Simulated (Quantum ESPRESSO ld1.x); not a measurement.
The numbers below are computed, except where a source is named.
Task: Br+, 34 electrons, occupied as [Ar] 3d10 4s2 4p4. Code: ld1.x of Quantum ESPRESSO 7.5. Model: Dirac Kohn-Sham, exchange-only B88, spin-unpolarised, spherical densities, point nucleus; open shells fill j = l - 1/2 first. Some entries of the table are withheld. Estimate them.

orbital,occ.,eigenvalue (eV),<r> (bohr),<r^2> (bohr^2)
1s1/2,2,-13326.7,0.04274,0.002460
2s1/2,2,-1742.55,0.1893,0.04230
2p1/2,2,-1570.47,0.1627,0.03251
2p3/2,4,-1522.92,0.1666,0.03395
3s1/2,2,-247.600,0.5514,0.3500
3p1/2,2,-187.788,0.5571,0.3639
3p3/2,4,-180.944,0.5676,0.3776
3d3/2,4,-77.1687,0.5880,(1)
3d5/2,6,-76.0819,0.5921,(2)
4s1/2,2,-29.2849,1.636,(3)
4p1/2,2,-16.7969,1.952,4.426
4p3/2,2,-16.2302,1.991,4.605

Result: 
(1) 3d3/2 <r^2> (bohr^2): 0.4290
(2) 3d5/2 <r^2> (bohr^2): 0.4350
(3) 4s1/2 <r^2> (bohr^2): 3.060
